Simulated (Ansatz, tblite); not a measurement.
Cost and result up the ladder for Li₂Br₂⁺ (4 atoms). Charge 1, multiplicity 2. Geometry: r2SCAN-D4/def2-TZVP.

Cartesian coordinates in Å:
```
Li -0.572 -1.829 0.374
Li 0.926 1.718 0.013
Br 0.763 -0.444 -1.200
Br -1.118 0.555 0.814
```

Ansatz on 4 threads of Arm Neoverse V1 on a shared host; xTB runs through tblite on one thread. Times are rough, summed over both states, and most runs start from the orbitals of an earlier one. B2PLYP/def2-TZVP serves as the yardstick here, not as an exact answer. The other state is a quartet at its own geometry, which has other bonds, so the gap mixes isomer and spin.

The xTB rows come from tblite. B3LYP takes the VWN-RPA correlation. Correlated methods freeze 18 core orbitals; core or outer-core shells of Li, Br are correlated, in sets that lack core-valence functions. HOMO above LUMO, or a gap near zero within one spin, warns that the state may not be the lowest or that an electron is smeared out. In the doublet, Br3 and Br4 lie 2.93 Å apart (atoms count from 1), so these atoms are partly bonded to each other. In the quartet, Br3 and Br4 lie 2.67 Å apart (atoms count from 1), so these atoms are partly bonded to each other. The structure comes from a short search, and lower isomers may exist.

Run but left out: HF/def2-TZVPP, MP2/def2-TZVPP, CCSD/def2-TZVPP, CCSD(T)/def2-TZVPP (flagged by the program: other roots).

Correlated methods converge slowly with the basis.

xTB has no spin-polarisation term.

```
                            level  functions  quartet − doublet (eV)  difference from B2PLYP/def2-TZVP (eV)                                  remarks
                 B2PLYP/def2-TZVP        124                    5.91                                   0.00                                        –
                    MP2/def2-TZVP        124                    6.29                                   0.38                                        –
                ωB97X-V/def2-TZVP        124                    6.34                                   0.43                                        –
                         GFN2-xTB         26                    5.28                                  -0.63                                        –
                RPA@PBE/def2-TZVP        124                    5.23                                  -0.68                                        –
             r2SCAN0-D4/def2-TZVP        124                    5.86                                  -0.05                                        –
            LDA (SPW92)/def2-TZVP        124                    5.48                                  -0.43  gap within one spin near zero (quartet)
                         GFN1-xTB         26                    6.09                                   0.18                                        –
               B3LYP-D4/def2-TZVP        124                    5.38                                  -0.53                                        –
                PBE0-D4/def2-TZVP        124                    5.58                                  -0.33                                        –
                 PBE-D4/def2-TZVP        124                    5.14                                  -0.77                                        –
r2SCAN-D4/def2-TZVP (with forces)        124                    5.61                                  -0.30                                        –
```

Q: Estimate how long each takes.

A: GFN1-xTB 0.006 s; GFN2-xTB 0.008 s; LDA (SPW92)/def2-TZVP 3.3 s; PBE-D4/def2-TZVP 4.7 s; MP2/def2-TZVP 7.1 s; RPA@PBE/def2-TZVP 7.4 s; B3LYP-D4/def2-TZVP 13 s; B2PLYP/def2-TZVP 14 s; r2SCAN-D4/def2-TZVP (with forces) 21 s; PBE0-D4/def2-TZVP 24 s; r2SCAN0-D4/def2-TZVP 27 s; ωB97X-V/def2-TZVP 29 s. On shared hardware such times vary by a factor of up to 3.
